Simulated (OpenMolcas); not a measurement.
Computed levels of 3d6 in ions with 24 electrons, in cm-1 above 5D4.

* Program: OpenMolcas 26.06
* Method: SS-RASPT2, IPEA 0.25 Eh, imaginary shift 0.1 Eh
* Basis: ANO-RCC-VTZP
* Scalar Hamiltonian: DKH2, point nucleus
* Spin-orbit coupling: RASSI with atomic mean-field integrals over the reference wave functions, term energies averaged over their components

Active space for each ion: 12 electrons in 8 orbitals (RAS1 3p, at most 2 holes; RAS2 3d); closed shells correlated by CASPT2: 3s.

| Level | Co3+ | Cu5+ |
| --- | --- | --- |
| 5D3 | 662 | 1154 |
| 5D2 | 1117 | 1922 |
| 5D1 | 1407 | 2410 |
| 5D0 | 1549 | 2650 |
| 3P2(1) | 23360 | 29960 |
| 3H6 | 23720 | 30770 |
| 3H5 | 24040 | 31270 |
| 3H4 | 24250 | 31510 |
| 3P1(1) | 25310 | 33360 |

Q: Estimate 5D0, 3P2(1), 3H6 for Ni4+ from its neighbours Co3+ and Cu5+.

A: 5D0 is fine structure, which grows about as the fourth power of a screened charge, so the fourth roots are averaged: ((1549^0.25 + 2650^0.25) / 2)^4 = 2044. The calculation gives 2000, so the estimate is off by +2.2 %; the measured value is 2058 (Corliss and Sugar, J. Phys. Chem. Ref. Data 10, 197 (1981)).
3P2(1) is another term, which grows about linearly with the charge: (23360 + 29960) / 2 = 26660. The calculation gives 26870, so the estimate is off by -0.8 %; the measured value is 26153 (Corliss and Sugar, J. Phys. Chem. Ref. Data 10, 197 (1981)).
3H6 is another term, which grows about linearly with the charge: (23720 + 30770) / 2 = 27245. The calculation gives 27460, so the estimate is off by -0.8 %; the measured value is 27111 (Corliss and Sugar, J. Phys. Chem. Ref. Data 10, 197 (1981)).

CASPT2 breaks the degeneracy within a term, and the mean is taken; among the terms shown or strongly mixed into the levels shown the widest spread is 63 cm-1 (3d6 3H, Co3+). Active for correlation alone: 3p; no level in the range computed is led by a configuration that opens it, so any true level of that kind is missing. Measured partners are found by configuration, term and J. A level has none where our copy of the source lacks it or the pairing is in doubt (some pairs that miss far off the trend of their configuration count as doubtful), and it then counts in no deviation. Only configurations of the active space appear.

A number in round brackets counts repeated terms of one configuration in the order of the reference energies.
